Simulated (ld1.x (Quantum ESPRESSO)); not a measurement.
What the settings do to the PAW potential of tungsten (W)

Base potential:

```
Element                 : W
Generator               : ld1.x (Quantum ESPRESSO) 7.5
Type                    : PAW
Functional              : LDA (PZ)
Relativity              : scalar-relativistic
Frozen core             : [Kr] 4d10 4f14
Valence charge          : 14
Reference configuration : 5s2 5p6 5d3 6s0 6p0 (charge +3)
Partial waves           : 5s (bound): rcut 1.35, rcutus 1.45 bohr; 6s (bound, empty): rcut 1.35, rcutus 1.45 bohr; 5p (bound): rcut 1.80, rcutus 2.05 bohr; 6p (bound, empty): rcut 1.80, rcutus 2.05 bohr; 5d (bound): rcut 1.95, rcutus 2.20 bohr; 5d channel at -2 Ry: rcut 1.95, rcutus 2.20 bohr
Local potential         : all-electron potential smoothed inside 2.10 bohr (lloc = -1)
Core correction         : Bessel-smoothed model core, default radius (core density twice the valence density)
Augmentation charge     : BESSEL, radius 1.20 bohr
```

All-electron outer shells of the reference configuration (LDA (PZ), scalar-relativistic, ld1.x):

```tsv
shell	level (eV)	outermost node (bohr)	outermost maximum (bohr)
5s	-108.30	0.53	0.96
5p	-72.11	0.57	1.09
4f	-62.66	–	0.43
5d	-31.44	0.63	1.43
6s	-28.66	1.26	2.36
6p	-20.94	1.48	2.85
```

Cutoffs, loose and tight: the cutoffs (Ry, on a coarse ladder) from which the occupation-weighted sum of valence levels, in a spherical-Bessel basis at the reference potential, stays within 10 and 1 mRy of its value at 400 Ry. They do not see the model core or the augmentation charge, which bear on the density cutoff. Test errors are all-electron minus pseudo excitation energies from the reference, over the configurations 5s2 5p6 5d4 6s2 6p0; 5s2 5p6 5d4 6s1 6p0; 5s2 5p6 5d4 6s0 6p0; 5s2 5p6 5d4.5 6s1.5 6p0; 5s2 5p5 5d4 6s2 6p0; 5s2 5p6 5d2 6s0 6p0; 5s2 5p6 5d4 6s0 6p1 (two spin-polarised tests are not counted in the largest error). A dash means not determined; rows that change the core or the reference have their own tests. The largest error is taken over the tests solved by every variant that gives reliable tests at all: 5s2 5p5 5d4 6s2 6p0; 5s2 5p6 5d2 6s0 6p0; 5s2 5p6 5d4 6s0 6p0; 5s2 5p6 5d4 6s1 6p0; 5s2 5p6 5d4 6s2 6p0; 5s2 5p6 5d4.5 6s1.5 6p0.

A true bound ghost makes a file unfit for plane-wave use even where its test errors are small: the radial tests pick states by their node count and pass the ghost by.

Cutoffs are not given where the Bessel-basis levels miss the radial ones by over 6 mRy, ghosts where they miss by over 20 mRy; a channel whose overlap is not positive is not tested.

The default core radius of the base comes out at 0.86 bohr.

```csv
change,outcome,"cutoff, loose","cutoff, tight",bound ghosts,largest test error (meV)
base,generated,25 Ry,45 Ry,none,-65
"waves 5d (bound): rcut 1.95, rcutus 2.34 bohr; 5d channel at -2 Ry: rcut 1.95, rcutus 2.34 bohr",generated,25 Ry,45 Ry,none,-68
"waves 5p (bound): rcut 1.80, rcutus 2.80 bohr; 6p (bound): rcut 1.80, rcutus 2.80 bohr",generated,25 Ry,35 Ry,none,-40
"all radii but the core radius scaled by about 1.05 (s 1.52, p 2.14, d 2.30 bohr, rcut 1.42/1.88/2.04); local potential all-electron potential smoothed inside 2.20 bohr (lloc = -1); augmentation BESSEL, radius 1.26 bohr",generated,25 Ry,40 Ry,none,-68
"waves 5s (bound): rcut 1.35, rcutus 1.44 bohr; 6s (bound): rcut 1.35, rcutus 1.44 bohr",generated,25 Ry,45 Ry,none,-65
"core [Xe] 4f14, valence charge 6; reference 5d4 6s0.5 6p0; waves now 6s (bound): rcut 2.15, rcutus 2.80 bohr; 6s channel at -0.5 Ry: rcut 2.15, rcutus 2.80 bohr; 6p (bound): rcut 2.95, rcutus 3.20 bohr; 6p channel at 0.2 Ry: rcut 2.95, rcutus 3.20 bohr; 5d (bound): rcut 1.85, rcutus 2.10 bohr; 5d channel at -2 Ry: rcut 1.85, rcutus 2.10 bohr; local potential all-electron potential smoothed inside 2.90 bohr (lloc = -1); core correction a·sin(br)/r model core, default radius (core density twice the valence density); augmentation BESSEL, radius 1.65 bohr",generated,21 Ry,35 Ry,none,test run stopped at test 1 of 9 (negative rho)
"wave 5d channel at -2 Ry: rcut 1.95, rcutus 2.20 bohr becomes 5d channel at -2.18 Ry: rcut 1.95, rcutus 2.20 bohr",generated,25 Ry,45 Ry,none,-64
local potential all-electron potential smoothed inside 2.05 bohr (lloc = -2),generated,25 Ry,45 Ry,none,-63
"augmentation BESSEL, radius 1.30 bohr",generated,25 Ry,45 Ry,none,-69
"core correction a·sin(br)/r model core, default radius (ld1.x builds one for every PAW set, though the input has nlcc=.false.)",generated,25 Ry,45 Ry,none,-63
```

(1) What comes out with this change to the base: reference 5s2 5p6 5d4 6s1 6p0?

(2) What comes out with this change to the base: local potential all-electron potential smoothed inside 1.14 bohr (lloc = -1)?

## Answers

(1) outcome: generated; cutoff, loose: 25 Ry; cutoff, tight: 45 Ry; bound ghosts: none; largest test error (meV): -112.

(2) outcome: generated, overlap not positive; bound ghosts: s (p not tested, overlap not positive); largest test error (meV): -37. A file whose overlap is not positive is unfit for use, and its test errors describe a broken file.
